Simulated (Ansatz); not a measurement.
Mean bond length (Å) of eight silicon and germanium compounds: PBE-D3(BJ) beside B3LYP-D3(BJ), computed with Ansatz (a first-principles code) for isolated molecules in the bases named; differences from unrounded values. The eight are the first of their class met in an unordered collection, after screening for sound electronic states; none was chosen by its value. Each level has its own optimised geometry.

```
molecule                                                                                                                 basis  B3LYP-D3(BJ)  PBE-D3(BJ)  difference
--------------------------------------------------------------------------------------------------------------------  --------  ------------  ----------  ----------
C₃H₈Si, SMILES C=CC[SiH3]                                                                                             def2-SVP         1.337       1.346       0.008
C₂H₃F₂NOSi, SMILES C[Si](F)(F)N=C=O                                                                                   def2-SVP         1.383       1.391       0.009
C2H4ClNOSi, SMILES C1=NC[Si@]1(O)Cl                                                                                   def2-SVP         1.457       1.466       0.009
C2H4F2Si2, SMILES F[Si@H]([SiH2]F)C#C                                                                                 def2-SVP         1.578       1.589       0.011
(1-methylcyclobutyl)silane (C5H12Si), SMILES C1CCC1(C)[SiH3]                                                          def2-SVP         1.336       1.343       0.007
Ge(SiH3)2 (GeH6Si2), SMILES [SiH3][Ge][SiH3] (connectivity only; charge and spin as stated), neutral, multiplicity 1  def2-SVP         1.740       1.748       0.008
C3H5ClOSi, SMILES C1C[Si@H](OC=1)Cl                                                                                   def2-SVP         1.433       1.441       0.008
Ge(F)(Cl)(OH)2 (ClFGeH₂O₂), SMILES [OH][Ge]([F])([Cl])[OH]                                                            def2-SVP         1.551       1.563       0.012
```

PBE-D3(BJ) lies below B3LYP-D3(BJ) in 0 and above it in 8 of the eight; the mean signed difference is 0.009 and the largest 0.012 Å.
